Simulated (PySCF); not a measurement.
SMILES C=C[SiH2]C(F)(F)F (GFN2-xTB optimised geometry):

```
12

C      1.338    -1.637     0.000
C      0.010    -1.637     0.000
Si    -1.096    -0.122     0.000
C      0.066     1.443     0.049
F     -0.638     2.593     0.085
F      0.879     1.474     1.125
F      0.875     1.540    -1.027
H      1.916    -0.728     0.003
H      1.910    -2.553    -0.002
H     -0.502    -2.593    -0.002
H     -1.916     0.006     1.204
H     -1.863     0.044    -1.234
```

Level of theory: PBE0/def2-TZVP run with PySCF.

Q: What are the frontier orbital energies and the dipole moment?

A: HOMO-2 -9.68 eV, HOMO-1 -9.20 eV, HOMO -8.43 eV, LUMO -0.86 eV, LUMO+1 0.22 eV; dipole moment 2.77 D.

Meta-Löwdin charges at PBE0/def2-TZVP: C1 -0.21, C2 -0.36, Si3 0.60, C4 0.57, F5 -0.28, F6 -0.28, F7 -0.28, H8 0.13, H9 0.13, H10 0.13, H11 -0.08, H12 -0.08.
